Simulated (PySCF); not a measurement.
Computed IR spectrum (relative IR intensity) of a molecule C3H3ClF2. Geometry optimised at B3LYP-D3(BJ)/def2-SVP. The values are those of a single conformer. Calculation: B3LYP-D3(BJ)/def2-SVP in PySCF. Frequencies are harmonic and unscaled.

Lines under 2 % of the strongest are left out, and lines within 2 cm⁻¹ are merged.

ν (cm⁻¹): 181 (vw), 214 (vw), 242 (w), 655 (m), 810 (vw), 844 (vs), 1046 (vw), 1095 (vw), 1132 (s), 1177 (s), 1203 (s), 1260 (w), 1362 (m), 1485 (m), 3163 (w), 3181 (w) (against the strongest line: vs over 80 %, s over 45 %, m over 15 %, w over 4 %, vw less)

**Question.** Which structure fits?
(A) C/C(F)=C(\F)Cl
(B) FC1(F)C[C@H]1Cl
(C) F[C@@H]1C[C@@]1(F)Cl
(D) F[C@@H]1[C@H](F)[C@H]1Cl

**Answer.** D, F[C@@H]1[C@H](F)[C@H]1Cl
